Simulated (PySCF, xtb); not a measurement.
Se(Cl)2 anion (Cl2Se), SMILES Cl[Se]Cl (connectivity only; charge and spin as stated), charge -1, multiplicity 2.

Geometry optimised at B3LYP-D3(BJ)/def2-SVPD. The spin state was assumed, not searched. The isomer is the one that the SMILES or the coordinates give; other isomers of the formula were not compared.

Method: IEF-PCM-PBE0/def2-SVPD run with PySCF.

The values are the electrostatic part of the solvation free energy, E(continuum) − E(gas) at the gas-phase geometry, in a cavity of scaled van der Waals radii (PySCF's table); cavitation and dispersion terms are not included.

Question: Estimate the values in water (ε = 78.36), tetrahydrofuran (ε = 7.43), benzene (ε = 2.27). (The exact figures need the calculation; the answer reports its results.)

Answer: 
```tsv
solvent	ε	ΔG(elec) (kcal/mol)
water	78.36	-50.2
tetrahydrofuran	7.43	-43.9
benzene	2.27	-28.2
```

For comparison, GFN2-xTB/ALPB(water) (xtb, at the GFN2-xTB geometry, all terms of that model) gives -53.3 kcal/mol.
